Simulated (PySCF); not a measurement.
# Simulated absorption spectrum

Compound: cyclo-(AsH)4.
Geometry (PBE0-D3(BJ)/def2-SVP, Å), atoms numbered from 1 in this order:
```xyz
8
As4H4 angstrom
As    -0.674   -1.447    0.710
As    -1.568    0.716   -0.086
As     0.696    1.376   -0.823
As     1.617   -0.696    0.161
H     -0.842   -2.064   -0.679
H     -1.350    1.358    1.284
H      0.497    0.695   -2.177
H      1.762   -0.023    1.526
```

Method used: TDDFT CAM-B3LYP/def2-SVPD, vertical, gas phase, core orbitals frozen in the response (PySCF). The CAM-B3LYP/def2-SVPD calculation is non-relativistic and has no spin–orbit coupling, an omission that weighs most on arsenic.

Each state is given a Gaussian of 0.5 eV full width at half maximum, with ε(max) = 2.175×10⁸ f / Δν̃ (Δν̃ the width in cm⁻¹). The width is an assumption, not a result. The curve ends short of the highest state used, and states not computed would add to its high-energy end.

(E (eV), ε (L mol⁻¹ cm⁻¹)): (2.87, 0), (2.93, 0), (2.98, 0), (3.04, 0), (3.09, 0), (3.14, 0), (3.20, 0), (3.25, 0), (3.31, 0), (3.36, 0), (3.41, 0), (3.47, 0), (3.52, 0), (3.58, 0), (3.63, 1), (3.68, 2), (3.74, 3), (3.79, 5), (3.84, 9), (3.90, 14), (3.95, 20), (4.01, 28), (4.06, 35), (4.11, 42), (4.17, 47), (4.22, 50), (4.28, 49), (4.33, 46), (4.38, 43), (4.44, 42), (4.49, 48), (4.54, 69), (4.60, 132), (4.65, 239), (4.71, 476), (4.76, 806), (4.81, 1299), (4.87, 2145), (4.92, 3071), (4.98, 4396), (5.03, 5587), (5.08, 6729), (5.14, 7845), (5.19, 8424)

(1) Locate the maxima and give the states behind the curve.

(2) On this curve, what absorbance would a 10⁻⁴ mol/L sample give at 254 nm over a 1 cm path?

(3) Does any computed singlet lie in the visible range?

(4) Coming from long wavelengths, where does ε first pass 100 L mol⁻¹ cm⁻¹?

## Answers

(1) 292 nm (4.24 eV), ε about 50, made up of S4 (100%) (ε in L mol⁻¹ cm⁻¹; maxima over ε = 5, shares over 10%). At its high-energy end, 5.19 eV, the curve is still rising (ε about 8400, from S5, S6, S7 and S8). The states used: S1 3.62 eV (f 0.0000); S2 3.67 eV (f 0.0000); S3 3.86 eV (f 0.0000); S4 4.24 eV (f 0.0009); S5 5.20 eV (f 0.051); S6 5.20 eV (f 0.049); S7 5.26 eV (f 0.030); S8 5.26 eV (f 0.028); S9 5.79 eV (f 0.061); S10 5.79 eV (f 0.061).

(2) 254 nm is 4.881 eV, where ε is about 2300 L mol⁻¹ cm⁻¹, so A = ε c l ≈ 0.23 (Beer–Lambert, with the gas-phase spectrum and the assumed width).

(3) No computed singlet lies in the visible range (380 to 750 nm); the lowest, at 342 nm, stands 0.36 eV above its violet end (3.26 eV); a Tamm–Dancoff triplet lies at 399 nm, without intensity as long as spin–orbit coupling is left out.

(4) At about 271 nm (4.58 eV), 0.95 eV above S1.

One conformer stands for the species.
